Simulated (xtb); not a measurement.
C6H14N (SMILES [CH2]CN(CC)CC), doublet, from a rough starting geometry; GFN2-xTB (xtb 6.7.1).

Input for xtb:
```
$ xtb mol.xyz --gfn 2 --uhf 1 --opt vtight --json

# file mol.xyz
21

C     -0.78994516     2.35693727    -0.20417125
C     -0.94329881     1.04790722    -0.77333730
N     -0.07021179     0.02809408    -0.07240879
C     -0.38176359    -1.31729748    -0.40452767
C     -1.60502179    -1.82643703     0.51563321
C      1.32855031     0.42911045    -0.29653348
C      2.17992000    -0.04221566     0.87207437
H     -0.98614031     3.26731050    -0.82937315
H     -0.56230041     2.51569092     0.81488761
H     -0.76197299     0.94841980    -1.80368441
H     -1.92478454     0.63494091    -0.62683058
H     -0.55141193    -1.46117554    -1.34058942
H      0.51860574    -1.95834313    -0.06774782
H     -2.48693755    -1.26512185     0.25631667
H     -1.72845195    -2.81447288     0.33542883
H     -1.32630360    -1.60600447     1.57306096
H      1.70409071    -0.05794328    -1.22173764
H      1.44394628     1.41820503    -0.43512138
H      3.13623944     0.34339566     0.74878933
H      1.80302886     0.42251004     1.84675289
H      2.23922845    -1.06596159     1.07442431
```

Problem. Predict the main parts of the log of this xtb run.

Solution. 
```
   ID    Z sym.   atoms
    1    6 C      1, 2, 4-7
    2    7 N      3
    3    1 H      8-21

           -------------------------------------------------
          |                Calculation Setup                |
           -------------------------------------------------

           -------------------------------------------------
          |                 G F N 2 - x T B                 |
           -------------------------------------------------

          ...................................................
          :                      SETUP                      :
          :.................................................:
          :  # basis functions                  42          :
          :  # atomic orbitals                  42          :
          :  # shells                           28          :
          :  # electrons                        43          :
          :  max. iterations                   250          :
          :  Hamiltonian                  GFN2-xTB          :
          :  restarted?                      false          :
          :  GBSA solvation                  false          :
          :  PC potential                    false          :
          :  electronic temp.          300.0000000     K    :
          :  accuracy                    1.0000000          :
          :  -> integral cutoff          0.2500000E+02      :
          :  -> integral neglect         0.1000000E-07      :
          :  -> SCF convergence          0.1000000E-05 Eh   :
          :  -> wf. convergence          0.1000000E-03 e    :
          :  Broyden damping             0.4000000          :
          :  net charge                          0          :
          :  unpaired electrons                  1          :
          ...................................................

 iter      E             dE          RMSdq      gap      omega  full diag
   1    -23.1141879 -0.231142E+02  0.293E+00    8.40       0.0  T
   2    -23.1488941 -0.347062E-01  0.168E+00    8.31       1.0  T
   3    -23.1499532 -0.105908E-02  0.664E-01    8.33       1.0  T
   4    -23.1501016 -0.148463E-03  0.855E-02    8.31       1.0  T
   5    -23.1501224 -0.207662E-04  0.456E-02    8.33       1.0  T
   6    -23.1501241 -0.168518E-05  0.115E-02    8.33       1.9  T
   7    -23.1501243 -0.224184E-06  0.219E-03    8.33      10.0  T
   8    -23.1501243 -0.968315E-08  0.811E-04    8.33      26.9  T
   9    -23.1501243 -0.267501E-08  0.194E-04    8.33     112.2  T

   *** convergence criteria satisfied after 9 iterations ***

         :::::::::::::::::::::::::::::::::::::::::::::::::::::
         ::                     SUMMARY                     ::
         :::::::::::::::::::::::::::::::::::::::::::::::::::::
         :: total energy             -22.772382373268 Eh    ::
         :: gradient norm              0.275455907209 Eh/a0 ::
         :: HOMO-LUMO gap              8.328435735725 eV    ::
         ::.................................................::
         :: SCC energy               -23.150037093199 Eh    ::
         :: -> isotropic ES            0.010830927634 Eh    ::
         :: -> anisotropic ES          0.007499988996 Eh    ::
         :: -> anisotropic XC          0.017942490310 Eh    ::
         :: -> dispersion             -0.013424355966 Eh    ::
         :: repulsion energy           0.377654719932 Eh    ::
         :: add. restraining           0.000000000000 Eh    ::
         :: total charge               0.000000000000 e     ::
         :::::::::::::::::::::::::::::::::::::::::::::::::::::

      -----------------------------------------------------------
     |                   =====================                   |
     |                        A N C O P T                        |
     |                   =====================                   |
     |               Approximate Normal Coordinate               |
     |                Rational Function Optimizer                |
      -----------------------------------------------------------
      -----------------------------------------------------------
     |                   =====================                   |
     |                        A N C O P T                        |
     |                   =====================                   |
     |               Approximate Normal Coordinate               |
     |                Rational Function Optimizer                |
      -----------------------------------------------------------

          ...................................................
          :                      SETUP                      :
          :.................................................:
          :   optimization level         verytight          :
          :   max. optcycles                   420          :
          :   ANC micro-cycles                  20          :
          :   degrees of freedom                57          :
          :.................................................:
          :   RF solver                   davidson          :
          :   write xtbopt.log                true          :
          :   linear?                        false          :
          :   energy convergence         0.1000000E-06 Eh   :
          :   grad. convergence          0.2000000E-03 Eh/α :
          :   maxmium RF displ.          1.0000000          :
          :   Hlow (freq-cutoff)         0.1000000E-01      :
          :   Hmax (freq-cutoff)         5.0000000          :
          :   S6 in model hess.         20.0000000          :
          ...................................................

generating ANC from exact Hessian ...
Using Lindh-Hessian (1995)
 Shifting diagonal of input Hessian by    7.5455773300422092E-003
 Lowest  eigenvalues of input Hessian
    0.000000    0.000000    0.000000    0.000000    0.000000    0.000000
    0.010000    0.010177    0.010769    0.013329    0.013628    0.014034
[...]
 * total energy  :   -22.8171305 Eh     change       -0.4358676E-04 Eh
 * total energy  :   -22.8171429 Eh     change       -0.1239775E-04 Eh
 * total energy  :   -22.8171527 Eh     change       -0.9834618E-05 Eh
 * total energy  :   -22.8171612 Eh     change       -0.8461520E-05 Eh
 * total energy  :   -22.8171664 Eh     change       -0.5161636E-05 Eh
 * total energy  :   -22.8171674 Eh     change       -0.1047491E-05 Eh
 * total energy  :   -22.8171679 Eh     change       -0.5240853E-06 Eh
 * total energy  :   -22.8171685 Eh     change       -0.5642767E-06 Eh
 * total energy  :   -22.8171690 Eh     change       -0.5229059E-06 Eh
 * total energy  :   -22.8171695 Eh     change       -0.4751115E-06 Eh
 * total energy  :   -22.8171697 Eh     change       -0.2106223E-06 Eh
 * total energy  :   -22.8171698 Eh     change       -0.5472385E-07 Eh
   *** GEOMETRY OPTIMIZATION CONVERGED AFTER 16 ITERATIONS ***
         :: total energy             -22.817169755603 Eh    ::
[...]
        11        2.0000           -0.4949087             -13.4672
        12        2.0000           -0.4908550             -13.3568
        13        2.0000           -0.4676997             -12.7268
        14        2.0000           -0.4619081             -12.5692
        15        2.0000           -0.4593277             -12.4989
        16        2.0000           -0.4504725             -12.2580
        17        2.0000           -0.4436899             -12.0734
        18        2.0000           -0.4429359             -12.0529
        19        2.0000           -0.4324987             -11.7689
        20        2.0000           -0.4242538             -11.5445
        21        2.0000           -0.3424489              -9.3185
        22        1.0000           -0.3027565              -8.2384 (HOMO)
        23                          0.0278992               0.7592 (LUMO)
        24                          0.0924569               2.5159
        25                          0.0966850               2.6309
        26                          0.1213231               3.3014
        27                          0.1232477               3.3537
        28                          0.1369229               3.7259
        29                          0.1566741               4.2633
        30                          0.1632274               4.4416
        31                          0.1679262               4.5695
        32                          0.1850430               5.0353
        33                          0.1923775               5.2349
       ...                                ...                  ...
        42                          0.3686614              10.0318
      -------------------------------------------------------------
                  HL-Gap            0.3306557 Eh            8.9976 eV
             Fermi-level           -0.2300157 Eh           -6.2590 eV

     #   Z          covCN         q      C6AA      α(0)
     1   6 C        2.836    -0.123    31.130     9.143
     2   6 C        3.758     0.023    20.238     6.414
     3   7 N        2.730    -0.180    24.886     7.409
     4   6 C        3.754     0.014    20.391     6.439
     5   6 C        3.752    -0.108    22.628     6.784
     6   6 C        3.755     0.014    20.400     6.440
     7   6 C        3.752    -0.108    22.627     6.783
     8   1 H        0.926     0.032     2.561     2.503
     9   1 H        0.926     0.045     2.381     2.413
    10   1 H        0.922     0.015     2.816     2.624
    11   1 H        0.923     0.056     2.247     2.344
    12   1 H        0.922     0.003     3.008     2.712
    13   1 H        0.924     0.035     2.510     2.477
    14   1 H        0.925     0.035     2.510     2.478
    15   1 H        0.925     0.036     2.505     2.475
    16   1 H        0.925     0.049     2.338     2.391
    17   1 H        0.923     0.003     3.001     2.709
    18   1 H        0.924     0.039     2.466     2.456
    19   1 H        0.925     0.036     2.504     2.475
    20   1 H        0.925     0.047     2.355     2.400
    21   1 H        0.925     0.037     2.484     2.465

 Mol. C6AA /au·bohr⁶  :       3119.652073
 Mol. C8AA /au·bohr⁸  :      64829.437431
 Mol. α(0) /au        :         84.333887

Wiberg/Mayer (AO) data.
largest (>0.10) Wiberg bond orders for each atom

 ---------------------------------------------------------------------------
     #   Z sym  total        # sym  WBO       # sym  WBO       # sym  WBO
 ---------------------------------------------------------------------------
     1   6 C    3.217 --     2 C    1.101     8 H    0.985     9 H    0.983
     2   6 C    3.990 --     1 C    1.101     3 N    1.000    10 H    0.942
                            11 H    0.913
     3   7 N    3.137 --     4 C    1.005     2 C    1.000     6 C    0.999
     4   6 C    3.989 --     5 C    1.014     3 N    1.005    13 H    0.971
                            12 H    0.966
     5   6 C    3.997 --     4 C    1.014    16 H    0.987    15 H    0.986
                            14 H    0.983
     6   6 C    3.987 --     7 C    1.015     3 N    0.999    17 H    0.968
                            18 H    0.966
     7   6 C    3.997 --     6 C    1.015    20 H    0.987    19 H    0.986
                            21 H    0.984
     8   1 H    0.999 --     1 C    0.985
     9   1 H    0.998 --     1 C    0.983
    10   1 H    0.999 --     2 C    0.942
    11   1 H    0.993 --     2 C    0.913
    12   1 H    1.000 --     4 C    0.966
    13   1 H    0.998 --     4 C    0.971
    14   1 H    0.999 --     5 C    0.983
    15   1 H    0.998 --     5 C    0.986
    16   1 H    0.998 --     5 C    0.987
    17   1 H    1.000 --     6 C    0.968
    18   1 H    0.998 --     6 C    0.966
    19   1 H    0.998 --     7 C    0.986
    20   1 H    0.998 --     7 C    0.987
    21   1 H    0.999 --     7 C    0.984
 ---------------------------------------------------------------------------

Topologies differ in total number of bonds
Writing topology from bond orders to xtbtopo.mol

molecular dipole:
                 x           y           z       tot (Debye)
 q only:       -0.005      -0.160       0.060
   full:        0.013      -0.233      -0.278       0.922
molecular quadrupole (traceless):
                xx          xy          yy          xz          yz          zz
 q only:        0.998       0.557      -0.378       0.592      -0.338      -0.620
  q+dip:        0.024       0.207      -0.473       0.879      -0.051       0.449
   full:        0.764       0.345      -0.484       0.802      -0.277      -0.280

optimized geometry written to: xtbopt.xyz

           -------------------------------------------------
          | TOTAL ENERGY              -22.817169755603 Eh   |
          | GRADIENT NORM               0.000050320214 Eh/α |
          | HOMO-LUMO GAP               8.997598737312 eV   |
           -------------------------------------------------
```
